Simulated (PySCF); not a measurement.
## Gas-phase thermal properties of InCl

Energies from PySCF (xtb for GFN2), thermal terms from the rigid-rotor harmonic-oscillator model, ideal gas at 1 bar. All species are closed-shell singlets. In: scalar-relativistic def2 core potential, no spin-orbit coupling. The harmonic model lacks anharmonicity and excited electronic states, which grow with temperature; levels with a mode under 35 cm⁻¹ are left out.

```csv
level,point group,σ,ZPE (kJ/mol),S°298 (J/mol/K),Cp298 (J/mol/K),S°1000 (J/mol/K),H1000 − H298 (kJ/mol)
GFN2-xTB,C∞v,1,1.6,249.1,36.3,293.8,26.0
PBE/def2-SVP,C∞v,1,1.9,248.4,36.0,293.0,25.9
PBE0/def2-TZVP,C∞v,1,1.9,248.3,36.0,292.9,25.9
```
σ: rotational symmetry number. Electronic degeneracy used: 1. Frequencies are unscaled.
